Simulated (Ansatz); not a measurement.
Gas-phase electronic energies from Ansatz, PBE0-D4/def2-TZVP geometries. CCSD(T)/CBS is the MP2 limit (def2-TZVPP, def2-QZVPP) plus CCSD(T) − MP2 in def2-TZVPP, frozen cores. Functionals use def2-TZVPP. Each species was taken in one conformer, which may not be the lowest.

`N[SiH2]B(N)O` + `C[SiH](N)N` → `C[SiH](N)[SiH2]N` + `NB(N)O`  (redistribution)

`N[SiH2]B(N)O`:

Cartesian coordinates in Å:
```
N -1.113 -1.544 0.391
Si 0.520 -0.994 0.178
B 0.450 0.997 -0.212
N -0.751 1.509 -0.713
O 1.491 1.875 -0.016
H -1.296 -2.535 0.372
H -1.665 -1.109 1.116
H 1.442 -1.275 1.332
H 1.075 -1.785 -0.959
H -0.880 2.481 -0.947
H -1.539 0.916 -0.906
H 2.267 1.464 0.364
```

`C[SiH](N)N`:

Z-matrix (Å, degrees):
```
C
Si 1 1.868
H 1 1.093 2 111.2
H 1 1.093 2 110.4 3 -120.0
H 1 1.094 2 111.4 3 120.6
N 2 1.714 1 117.3 3 59.8
N 2 1.717 1 105.8 3 -59.0
H 2 1.496 1 108.0 3 175.8
H 6 1.006 2 120.8 1 91.3
H 6 1.007 2 121.8 1 -61.1
H 7 1.007 2 120.3 1 179.7
H 7 1.006 2 120.7 1 -33.2
```

`C[SiH](N)[SiH2]N`:

```xyz
15

C     1.985   -0.902   -0.384
Si    0.258   -0.856    0.334
N    -0.877   -1.268   -0.908
Si   -0.421    1.297    0.996
N    -1.667    1.737   -0.123
H     2.723   -0.635    0.377
H     2.231   -1.904   -0.747
H     2.083   -0.203   -1.218
H     0.255   -1.781    1.514
H    -1.845   -1.030   -0.752
H    -0.805   -2.158   -1.379
H     0.757    2.225    1.041
H    -1.011    1.333    2.365
H    -1.513    1.528   -1.097
H    -2.153    2.614   -0.019
```

`NB(N)O`:

Cartesian coordinates in Å:
```
N -0.430 0.650 0.981
B -0.047 -0.217 -0.080
N 0.903 0.172 -1.054
O -0.583 -1.485 -0.218
H -1.101 0.405 1.684
H -0.053 1.572 1.097
H 1.165 -0.449 -1.797
H 1.365 1.061 -1.072
H -1.219 -1.710 0.460
```

```tsv
species	PBE0 energy (Eh)
`N[SiH2]B(N)O`	-503.13687
`C[SiH](N)N`	-441.76702
`C[SiH](N)[SiH2]N`	-732.33577
`NB(N)O`	-212.57734
```

Question: Work out ΔE.

Answer: ΔE = (-732.33577) + (-212.57734) − (-503.13687) − (-441.76702) = -0.00922 Eh = -5.8 kcal/mol. CCSD(T)/CBS gives -4.4 kcal/mol.

Largest T1 diagnostic among the species: 0.012.

In def2-TZVPP, CCSD(T) changes the Hartree–Fock value by +1.3 kcal/mol (the triples alone add +0.3 kcal/mol) and MP2 by +1.6 kcal/mol.
